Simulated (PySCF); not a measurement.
iodoethane (C₂H₅I), SMILES CCI.

Geometry: PBE0-D3(BJ)/def2-SVP. The def2 effective core potentials stand for the cores of I; spin–orbit coupling is left out.

The numbers are results of TDA-LC-ωPBE/def2-SVPD (PySCF 2.14.0), not measurements.

Vertical excitations. Isolated molecule, no solvent. State labels are in the subgroup Cs.

**Question.** Estimate the UV-visible absorptions. (An estimate is asked for; the answer gives what the named calculation found.)

**Answer.** 
```csv
state,symmetry,energy (eV),λ (nm),f,main pairs
S1,A",5.11,242,0.001,"HOMO→LUMO 83 %, HOMO→LUMO+4 14 %"
S2,A',5.17,240,0.000,"HOMO−1→LUMO 83 %, HOMO−1→LUMO+4 13 %"
S3,A",7.42,167,0.160,HOMO→LUMO+1 78 %
S4,A',7.46,166,0.162,HOMO−1→LUMO+1 77 %
S5,A',8.04,154,0.314,"HOMO→LUMO+2 45 %, HOMO−2→LUMO 36 %"
S6,A",8.11,153,0.007,"HOMO→LUMO+3 48 %, HOMO−1→LUMO+2 38 %"
S7,A',8.13,152,0.027,"HOMO−1→LUMO+3 53 %, HOMO→LUMO+2 30 %"
S8,A",8.22,151,0.002,"HOMO−1→LUMO+2 58 %, HOMO→LUMO+3 26 %"
S9,A",8.39,148,0.003,"HOMO→LUMO+4 63 %, HOMO→LUMO+3 12 %, HOMO→LUMO 10 %"
S10,A',8.41,147,0.015,"HOMO−1→LUMO+4 55 %, HOMO−2→LUMO 12 %, HOMO−1→LUMO 11 %"
T1,A",4.39,282,0,"HOMO→LUMO 79 %, HOMO→LUMO+4 16 %"
T2,A',4.43,280,0,"HOMO−1→LUMO 79 %, HOMO−1→LUMO+4 17 %"
T3,A',5.94,209,0,"HOMO−2→LUMO 71 %, HOMO−2→LUMO+4 18 %"
T4,A",7.06,176,0,"HOMO→LUMO+1 68 %, HOMO→LUMO+5 14 %"
```
Triplets are in the Tamm–Dancoff approximation.
